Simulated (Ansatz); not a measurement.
`[F][GeH]([F])[Cl]` + H–F → `[F][GeH]([F])[F]` + HCl at 298.15 K and 1 bar (ligand exchange at a Ge–Cl bond).

Program: Ansatz. Geometries: PBE0-D4/def2-TZVP. ΔE: electronic, gas phase. CBS: MP2 limit from def2 TZ/QZ plus the TZ coupled-cluster correction, frozen cores. This one scheme is used for every species. For Ge outer-core shells are correlated without core-valence functions, which leaves a few kJ/mol of doubt a bond. Scalar relativity is left out up to krypton.

```json
{"species": "`[F][GeH]([F])[Cl]`", "CCSD(T)/CBS energy (Eh)": "-2736.19042", "H − E (kJ/mol)": "53.3", "S (J/(mol·K))": "315.5"}
{"species": "H–F", "CCSD(T)/CBS energy (Eh)": "-100.39570", "H − E (kJ/mol)": "33.5", "S (J/(mol·K))": "173.6"}
{"species": "`[F][GeH]([F])[F]`", "CCSD(T)/CBS energy (Eh)": "-2376.20168", "H − E (kJ/mol)": "55.1", "S (J/(mol·K))": "294.6"}
{"species": "HCl", "CCSD(T)/CBS energy (Eh)": "-460.38127", "H − E (kJ/mol)": "26.6", "S (J/(mol·K))": "186.8"}
```

H − E and S are ideal-gas, rigid-rotor, harmonic terms from PBE0-D4/def2-TZVP. 1 Eh = 2625.50 kJ/mol, R = 8.31446 J/(mol·K).

By hand: ΔE, ΔH, ΔS and ΔG.

ΔE = (-2376.20168) + (-460.38127) − (-2736.19042) − (-100.39570) = 0.00317 Eh = 8.3 kJ/mol. Δ(H − E) = 55.1 + 26.6 − 53.3 − 33.5 = -5.1, so ΔH = 3.2 kJ/mol. ΔS = 294.6 + 186.8 − 315.5 − 173.6 = -7.7 J/(mol·K). ΔG = 3.2 − 298.15 × (-7.7)/1000 = 5.5 kJ/mol.

By hand: the equilibrium constant, and the temperature at which ΔG would vanish if ΔH and ΔS stayed fixed.

log₁₀ K = −ΔG/(RT ln 10) = -1.0. ΔH and −TΔS have one sign here, so there is no such temperature. One of them is within its doubt of zero, so this could turn.

TΔS isn't small against ΔH here. The sign of ΔG lies within the doubt. A doubt of 5 kJ/mol in ΔE shifts log₁₀ K by 0.9 here. These are equilibria of isolated gas molecules and say nothing of rates. Largest T1 diagnostic: 0.012 (customary marks: 0.02 for closed shells, 0.045 for open ones).
